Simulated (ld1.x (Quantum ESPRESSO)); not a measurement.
**Building the TM potential for osmium (Os) (PBE, scalar-relativistic).**

```
Element                 : Os (Z = 76)
Generator               : ld1.x (Quantum ESPRESSO) 7.5
Type                    : norm-conserving Troullier–Martins (Kleinman–Bylander form)
Functional              : PBE
Relativity              : scalar-relativistic
Frozen core             : [Xe] 4f14
Valence charge          : 8
Reference configuration : 5d5 6s0 6p0 (charge +3)
Partial waves           : 6p (bound, empty): rc 2.50 bohr; 5d (bound): rc 1.80 bohr; 6s (bound, empty): rc 2.10 bohr
Local potential         : the s channel
Core correction         : a·sin(br)/r model core inside 1.60 bohr
```

Problem. Estimate the cutoffs (Ry, on a coarse ladder) from which the occupation-weighted sum of valence levels, in a spherical-Bessel basis at the reference potential, stays within 10 and 1 mRy of its value at 400 Ry.

Solution. 35 Ry and 45 Ry.

Problem. What does a ghost test show?

Solution. No extra level below or beside the all-electron valence levels (p, d, s, f tested).

Problem. Tests: 5d6 6s2 6p0; 5d6 6s1 6p0; 5d6 6s0 6p0; 5d6 6s1.5 6p0; 5d6.5 6s1.5 6p0; 5d6 6s1 6p1; 5d5 6s2 6p1. Which has the largest error in its energy relative to the reference configuration, and how large is it?

Solution. 5d6.5 6s1.5 6p0, with -178 meV (all-electron minus pseudo) on -55.28 eV.
